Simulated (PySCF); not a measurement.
PySCF input (CCSD(T)/cc-pVDZ):

```python
from pyscf import gto, scf, mp, cc as ccmod

mol = gto.M(
    atom='''
    B    -0.78072456   -0.23845367    0.00334708
    F    -1.37153002    0.92378983    0.00971963
    Cl    0.95572899   -0.41893178   -0.00613013
    ''',
    basis='cc-pvdz',
    charge=0,
    spin=1,
    verbose=4,
)

mf = scf.UHF(mol)
mf.conv_tol = 1e-10
mf.max_cycle = 100
mf.kernel()
mo, _, stable, _ = mf.stability(return_status=True)
if not stable:
    mf.kernel(mf.make_rdm1(mo, mf.mo_occ))
mp2 = mp.MP2(mf, frozen=7).run()
cc = ccmod.CCSD(mf, frozen=7)
cc.max_cycle = 100
cc.kernel()
et = cc.ccsd_t()
print(f'E(CCSD(T)) = {cc.e_tot + et:.9f}')
```

End of the output:

```
Extra cycle  E= -583.665859497639  delta_E= -8.87e-12  |g|= 1.9e-06  |ddm|= 3.4e-06
converged SCF energy = -583.665859497639  <S^2> = 0.75366463  2S+1 = 2.0036613
uhf_internal: lowest eigs of H = [0.24189369 0.50678727 0.54789745]
<class 'pyscf.scf.uhf.UHF'> wavefunction is stable in the internal stability analysis

******** <class 'pyscf.mp.ump2.UMP2'> ********
nocc = (np.int64(9), np.int64(8)), nmo = (39, 39)
frozen orbitals 7
E(UMP2) = -584.046138258975  E_corr = -0.380278761335315
E(SCS-UMP2) = -584.030506591674  E_corr = -0.364647094034867
E_corr(same-spin) = -0.105793176424051
E_corr(oppo-spin) = -0.274485584911264

******** <class 'pyscf.cc.uccsd.UCCSD'> ********
CC2 = 0
CCSD nocc = (np.int64(9), np.int64(8)), nmo = (39, 39)
frozen orbitals 7
max_cycle = 100
direct = 0
conv_tol = 1e-07
conv_tol_normt = 1e-06
diis_space = 6
diis_start_cycle = 0
diis_start_energy_diff = 1e+09
Init t2, MP2 energy = -0.380278813016047
Init E_corr(UCCSD) = -0.380278813018409
cycle = 1  E_corr(UCCSD) = -0.387117442199424  dE = -0.00683862918  norm(t1,t2) = 0.0787522
cycle = 2  E_corr(UCCSD) = -0.395715698786621  dE = -0.00859825659  norm(t1,t2) = 0.0242438
cycle = 3  E_corr(UCCSD) = -0.39606710263856  dE = -0.000351403852  norm(t1,t2) = 0.0156862
cycle = 4  E_corr(UCCSD) = -0.397961894757247  dE = -0.00189479212  norm(t1,t2) = 0.00759612
cycle = 5  E_corr(UCCSD) = -0.397841058853753  dE = 0.000120835903  norm(t1,t2) = 0.00177918
cycle = 6  E_corr(UCCSD) = -0.397782307075274  dE = 5.87517785e-05  norm(t1,t2) = 0.000744816
cycle = 7  E_corr(UCCSD) = -0.397802947255421  dE = -2.06401801e-05  norm(t1,t2) = 0.000259697
cycle = 8  E_corr(UCCSD) = -0.397805930048101  dE = -2.98279268e-06  norm(t1,t2) = 7.75677e-05
cycle = 9  E_corr(UCCSD) = -0.397805153987537  dE = 7.76060564e-07  norm(t1,t2) = 2.88025e-05
cycle = 10  E_corr(UCCSD) = -0.397804781798168  dE = 3.72189369e-07  norm(t1,t2) = 1.26173e-05
cycle = 11  E_corr(UCCSD) = -0.397804838474993  dE = -5.66768256e-08  norm(t1,t2) = 4.77123e-06
cycle = 12  E_corr(UCCSD) = -0.397804796778909  dE = 4.16960846e-08  norm(t1,t2) = 2.30062e-06
cycle = 13  E_corr(UCCSD) = -0.397804805180399  dE = -8.40149011e-09  norm(t1,t2) = 9.25003e-07
UCCSD converged
E(UCCSD) = -584.0636643028198  E_corr = -0.3978048051803988
UCCSD(T) correction = -0.00897475305028634
E(CCSD(T)) = -584.072639056
```

It need not be the lowest isomer of its formula.
